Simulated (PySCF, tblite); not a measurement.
Compound: C₆H₉BClF.
Z-matrix (Å and degrees, GFN2-xTB geometry), rows numbered from 1:
```
C 
C   1  1.3157
C   2  1.5069  1  134.88
C   3  1.5463  2   88.78  1   163.78
C   4  1.5263  3  114.28  2  -104.02
B   5  1.5857  4  114.30  3   166.89
Cl  6  1.6885  5  119.53  4  -160.65
C   2  1.5071  1  133.22  3   172.81
F   8  1.3762  2  116.51  1   -45.08
H   1  1.0771  2  121.51  3     3.80
H   1  1.0767  2  121.47  3  -175.65
H   3  1.0895  2  113.22  1   -80.70
H   3  1.0886  2  115.43  1    45.65
H   4  1.0908  3  115.28  2   126.67
H   5  1.0938  4  108.72  3    42.60
H   5  1.0957  4  107.97  3   -71.62
H   6  1.1737  5  122.19  4    21.57
H   8  1.0954  2  114.42  1    79.48
```

Jobs on this species (18 atoms, 76 electrons) with PySCF (density fitting) and tblite. Hardware of each: one thread, Arm Neoverse V2 (aarch64), shared host. The host was shared with other jobs, so the times are rough.

```csv
level and settings,work,basis functions,SCF cycles,wall time
GFN2-xTB,Hessian by finite differences,–,–,0.59 s
PBE0/pcSseg-1,"shieldings, ring-centre shieldings, charges and field gradients",205,?,?
GFN2-xTB,L-BFGS relaxation,–,–,0.69 s
```

**Question.** Fill in the missing figures.

**Answer.** 
- PBE0/pcSseg-1; shieldings, ring-centre shieldings, charges and field gradients: 37 s, 14 SCF cycles

**Question.** What do all jobs in the table cost together?

**Answer.** About 38 s; the longest takes about 97 % of that, and about 63 times as long as the shortest.
